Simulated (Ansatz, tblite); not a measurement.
Forces on In9P9H24, a nanocrystal cut from wurtzite InP (hydrogen-capped) at its PBE-D4/def2-SVP geometry. The state is a singlet with charge 0.

In the def2 sets In takes a core potential; there is no spin–orbit coupling. The xTB rows come from tblite. Single mean-field runs in def2-SVP are fitted with def2-universal-jkfit.

GFN2-xTB (tblite), largest force 0.75 eV/Å:

```xyz
42
positions Å, forces eV/Å
In   -1.116    3.670    0.905   -0.169    0.193    0.019
P     0.129    2.982    3.127   -0.156    0.390    0.620
P    -1.821    1.415   -0.012   -0.609    0.190   -0.096
In   -1.910   -0.465    1.818   -0.182   -0.178    0.027
In   -3.999   -1.845   -1.637    0.018   -0.091   -0.025
P    -2.756   -2.518    0.589   -0.497   -0.312    0.262
In    1.850    0.992    3.336    0.094   -0.046    0.235
P     0.679   -0.842    2.037    0.082   -0.434    0.470
In   -1.043   -4.513    0.785   -0.046   -0.033   -0.077
P     1.068    4.160   -0.493    0.080    0.686   -0.290
In   -0.821    0.901   -2.384   -0.124   -0.105   -0.198
P    -1.818   -1.341   -3.029   -0.279   -0.039   -0.578
In    2.970    2.397   -0.983    0.194    0.079   -0.149
P     3.555    1.914    1.545    0.705    0.122    0.222
P     1.622    0.342   -1.603    0.343   -0.106   -0.536
In    2.065   -1.704   -0.019    0.030   -0.244   -0.071
In    0.072   -3.113   -3.518   -0.070   -0.064    0.016
P     0.668   -3.584   -0.993    0.297   -0.560   -0.105
H    -2.089    5.090    1.114    0.013   -0.016   -0.002
H    -0.909    2.684    4.066    0.530    0.224   -0.399
H     0.645    4.148    3.783   -0.347   -0.579   -0.215
H    -3.205    1.663   -0.290    0.585   -0.110    0.116
H    -2.551    0.178    3.309    0.023    0.064    0.041
H    -4.775   -0.304   -1.337    0.033   -0.127   -0.033
H    -4.740   -3.274   -2.294    0.065    0.254    0.099
H    -3.821   -2.894    1.475    0.485    0.192   -0.381
H     2.552    0.900    4.918   -0.008    0.003   -0.019
H     0.772   -1.927    2.969   -0.042    0.456   -0.398
H    -0.274   -4.368    2.351   -0.064   -0.039   -0.112
H    -1.793   -5.934    0.120    0.132    0.194    0.154
H     1.646    5.405   -0.081   -0.319   -0.544   -0.324
H     0.606    4.585   -1.780    0.260   -0.114    0.640
H    -0.822    2.348   -3.362    0.030    0.072    0.017
H    -2.315   -1.004   -4.334    0.234   -0.124    0.589
H     4.305    3.099   -1.839   -0.016   -0.007    0.012
H     4.302    3.008    2.094   -0.245   -0.611   -0.262
H     4.620    0.959    1.510   -0.453    0.531    0.055
H     2.273   -0.043   -2.821   -0.279    0.159    0.515
H     3.760   -1.788    0.393    0.047    0.056    0.030
H    -0.681   -4.539   -4.169    0.157    0.225    0.057
H     1.424   -2.236   -4.202   -0.101   -0.085    0.029
H     1.675   -4.606   -1.064   -0.433    0.478    0.043
```

r2SCAN-D4/def2-SVP (Ansatz), largest force 0.28 eV/Å:

```
In -0.015 0.038 0.009
P -0.090 0.119 0.240
P -0.195 0.111 -0.015
In -0.010 0.005 0.018
In -0.015 -0.018 -0.010
P -0.147 -0.016 0.162
In 0.019 0.007 0.037
P 0.052 -0.112 0.188
In -0.009 -0.023 -0.005
P 0.010 0.244 -0.143
In -0.002 0.015 -0.014
P -0.056 0.098 -0.188
In 0.032 0.023 -0.013
P 0.273 0.005 0.072
P 0.145 0.005 -0.172
In 0.020 -0.004 0.004
In -0.007 -0.020 -0.014
P 0.184 -0.120 0.009
H 0.090 -0.143 -0.023
H 0.164 0.051 -0.143
H -0.074 -0.179 -0.108
H 0.195 -0.031 0.040
H 0.048 -0.066 -0.131
H 0.051 -0.138 -0.031
H 0.053 0.137 0.058
H 0.148 0.050 -0.124
H -0.071 0.002 -0.155
H -0.011 0.155 -0.129
H -0.069 -0.029 -0.130
H 0.071 0.120 0.073
H -0.087 -0.196 -0.056
H 0.074 -0.061 0.202
H -0.006 -0.133 0.078
H 0.068 -0.049 0.181
H -0.132 -0.074 0.079
H -0.123 -0.163 -0.085
H -0.163 0.153 0.008
H -0.089 0.057 0.172
H -0.149 -0.004 -0.040
H 0.078 0.129 0.046
H -0.115 -0.086 0.045
H -0.141 0.140 0.009
```

PBE0-D4/def2-SVP (Ansatz), largest force 0.28 eV/Å:

```
In 0.045 -0.037 0.000
P -0.093 0.116 0.241
P -0.171 0.106 -0.010
In 0.039 -0.017 -0.066
In 0.068 -0.026 0.009
P -0.118 0.032 0.179
In -0.018 0.020 -0.052
P 0.050 -0.093 0.171
In -0.012 0.045 -0.056
P 0.007 0.242 -0.147
In 0.008 -0.056 0.054
P -0.030 0.142 -0.161
In -0.042 -0.010 0.040
P 0.274 0.001 0.071
P 0.134 0.011 -0.150
In -0.075 0.019 -0.013
In -0.042 0.007 0.059
P 0.204 -0.068 0.031
H 0.092 -0.147 -0.024
H 0.179 0.041 -0.172
H -0.077 -0.210 -0.139
H 0.227 -0.042 0.045
H 0.055 -0.061 -0.135
H 0.052 -0.122 -0.026
H 0.045 0.128 0.053
H 0.174 0.058 -0.148
H -0.073 0.002 -0.159
H -0.016 0.177 -0.154
H -0.061 -0.020 -0.118
H 0.067 0.108 0.071
H -0.099 -0.238 -0.053
H 0.076 -0.087 0.223
H -0.002 -0.133 0.085
H 0.080 -0.060 0.213
H -0.135 -0.076 0.081
H -0.158 -0.185 -0.101
H -0.195 0.158 0.001
H -0.108 0.062 0.200
H -0.153 0.004 -0.039
H 0.075 0.119 0.039
H -0.103 -0.073 0.046
H -0.169 0.164 0.010
```
